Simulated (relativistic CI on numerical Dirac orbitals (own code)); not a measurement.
Nb²¹⁺: q coefficients and field-shift factors

These numbers are calculated, not measured: Dirac-Coulomb-Breit CI, separate exchange-only KLI orbitals for each configuration, derivatives by finite differences, unscaled Slater integrals, QED left out (own radial code, finite nucleus).

Configurations in the expansion (outside the closed core [Ne]): 3s²3p⁶3d², 3s²3p⁵3d³, 3s3p⁶3d³, 3s²3p⁶3d4s, 3s²3p⁶3d4p, 3s²3p⁶4s². Double excitations out of closed p, d and f shells are left out; levels of such configurations are missing from the list, as are those of other unlisted configurations, and high levels can miss mixing partners.

With x = (α/α₀)² − 1 an excitation energy changes as ω = ω₀ + qx; K = 2q/ω₀ is the relative enhancement. Terms are leading LS components, so labels can repeat. The field-shift factor is F = δν/δ⟨r²⟩ for the transition from the lowest level.

Lowest level 3s²3p⁶3d² ³F2.

| Level | ω₀ (cm⁻¹) | q (cm⁻¹) | K | F (GHz/fm²) |
| --- | --- | --- | --- | --- |
| 3s²3p⁶3d² ³F3 | 23780 | 26850 | 2.26 | 0.151 |
| 3s²3p⁶3d² ³F4 | 45430 | 44930 | 1.98 | 0.256 |
| 3s²3p⁶3d² ³P0 | 64161 | 10430 | 0.325 | 0.0168 |
| 3s²3p⁶3d² ¹D2 | 66103 | 24440 | 0.74 | 0.104 |
| 3s²3p⁶3d² ³P1 | 76567 | 27940 | 0.73 | 0.0998 |
| 3s²3p⁶3d² ³P2 | 102124 | 56760 | 1.11 | 0.274 |
| 3s²3p⁶3d² ¹G4 | 103986 | 38720 | 0.745 | 0.274 |
| 3s²3p⁶3d² ¹S0 | 219133 | 45240 | 0.413 | 0.518 |
| 3s²3p⁵3d³ ⁵D°2 | 923329 | 36870 | 0.0799 | 1.5 |
| 3s²3p⁵3d³ ⁵D°1 | 925481 | 38560 | 0.0833 | 1.44 |
| 3s²3p⁵3d³ ⁵F°3 | 928889 | 47350 | 0.102 | 1.62 |
| 3s²3p⁵3d³ ⁵D°0 | 931091 | 45580 | 0.0979 | 1.43 |
| 3s²3p⁵3d³ ⁵F°4 | 939685 | 58140 | 0.124 | 1.71 |
| 3s²3p⁵3d³ ⁵S°2 | 942949 | 66050 | 0.14 | 1.49 |
| 3s²3p⁵3d³ ⁵F°5 | 958792 | 64120 | 0.134 | 1.75 |
| 3s²3p⁵3d³ ⁵D°2 | 964376 | 56760 | 0.118 | 1.45 |
| 3s²3p⁵3d³ ⁵F°1 | 964722 | 65150 | 0.135 | 1.31 |
| 3s²3p⁵3d³ ⁵D°3 | 967320 | 58180 | 0.12 | 1.44 |
| 3s²3p⁵3d³ ⁵D°4 | 969468 | 67010 | 0.138 | 1.56 |
| 3s²3p⁵3d³ ⁵G°6 | 981895 | 66120 | 0.135 | 1.8 |
| 3s²3p⁵3d³ ³G°3 | 996487 | 41410 | 0.0831 | 1.59 |
| 3s²3p⁵3d³ ³G°4 | 1002503 | 61470 | 0.123 | 1.62 |
| 3s²3p⁵3d³ ⁵G°5 | 1003737 | 82360 | 0.164 | 1.65 |

At this charge energies of transitions that change n are usually good to better than 1 %, and those within a shell (Δn = 0) to a few per cent. Terms inside the open d or f shell come out 10 to 20 % too wide with unscaled integrals.
